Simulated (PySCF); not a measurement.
wavenumber (cm⁻¹), absorption (km/mol per cm⁻¹) and a bar:
```
        0      0.003 
       23      0.003 
       45      0.003 
       68      0.003 
       91      0.004 
      113      0.004 
      136      0.004 
      159      0.005 
      181      0.006 
      204      0.007 
      226      0.010 
      249      0.015 
      272      0.031 
      294      0.102 
      317      0.084 
      340      0.028 
      362      0.015 
      385      0.011 
      408      0.009 
      430      0.009 
      453      0.008 
      476      0.008 
      498      0.009 
      521      0.009 
      543      0.010 
      566      0.010 
      589      0.011 
      611      0.012 
      634      0.013 
      657      0.014 
      679      0.015 
      702      0.017 
      725      0.018 
      747      0.020 
      770      0.023 
      793      0.026 
      815      0.029 
      838      0.033 
      861      0.038 
      883      0.045 
      906      0.053 
      928      0.065 
      951      0.079 
      974      0.100 
      996      0.130 
     1019      0.175 
     1042      0.249 #
     1064      0.381 #
     1087      0.651 ##
     1110      1.336 ###
     1132      3.789 #########
     1155     12.212 ##############################
     1178      4.939 ############
     1200      1.598 ####
     1223      0.740 ##
     1246      0.420 #
     1268      0.269 #
     1291      0.187 
     1313      0.137 
     1336      0.105
```

This is the computed harmonic infrared spectrum of singlet BSe₂⁻, Lorentzian lines of 33 cm⁻¹ full width. All numbers come from PBE0 in PySCF with B def2-TZVPD, Se def2-TZVPD; no relativity; density-fitted integrals.

Question: Which bands make it up, and how are they assigned?

Answer: In D∞h symmetry, counting bands above 1 % of the strongest: 304 cm⁻¹ (πu, 6.7 km/mol); 1157 cm⁻¹ (σu+, 645 km/mol).

Only a few start shapes were tried, so a lower isomer may exist. The lowest empty level of this anion is unbound, so it and the gap depend on the basis.
